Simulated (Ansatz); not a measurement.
Barrier from R1 to the saddle point P1, each structure at its B3LYP-D3(BJ)/def2-TZVP stationary point, reached from a drawn start; harmonic modes at that level show the others as minima.
R1, NH3 (SMILES N) (charge 0, multiplicity 1):
```xyz
4

N      0.0000     0.0000     0.2791
H      0.9428     0.0000    -0.0930
H     -0.4714     0.8165    -0.0930
H     -0.4714    -0.8165    -0.0930
```
P1, H3N, a first-order saddle point (one imaginary mode, 800i cm⁻¹) (charge 0, multiplicity 1):
```xyz
4

N      0.00000     0.00000     0.00000
H      0.99744     0.00000     0.00000
H     -0.49872     0.86381     0.00000
H     -0.49872    -0.86381     0.00000
```

P less R. No zero-point or thermal terms. No path was followed down from the saddle.

Frozen-core correlation throughout.

Programs: Ansatz (Gaussian orbitals). All values are computed, each at the level named.

Total energies in hartree:

| structure | PBE/def2-TZVPP | PBE0/def2-TZVPP | CCSD(T)/cc-pVQZ |
|---|---|---|---|
| R1 | -56.510610 | -56.515727 | -56.492969 |
| P1 | -56.502348 | -56.507902 | -56.483806 |

Q: Work out the barrier height at each level in kcal/mol (1 hartree = 627.50947 kcal/mol), and say how far PBE/def2-TZVPP lies from CCSD(T)/cc-pVQZ.

A: 
- PBE/def2-TZVPP: (-56.502348) − (-56.510610) = 0.008262 hartree = 5.18 kcal/mol
- PBE0/def2-TZVPP: (-56.507902) − (-56.515727) = 0.007825 hartree = 4.91 kcal/mol
- CCSD(T)/cc-pVQZ: (-56.483806) − (-56.492969) = 0.009163 hartree = 5.75 kcal/mol
PBE/def2-TZVPP less CCSD(T)/cc-pVQZ: -0.57 kcal/mol. CCSD(T)/cc-pVQZ is the level counted from, the highest shown, and no exact or measured value.

Ansatz is a program for electronic structure.
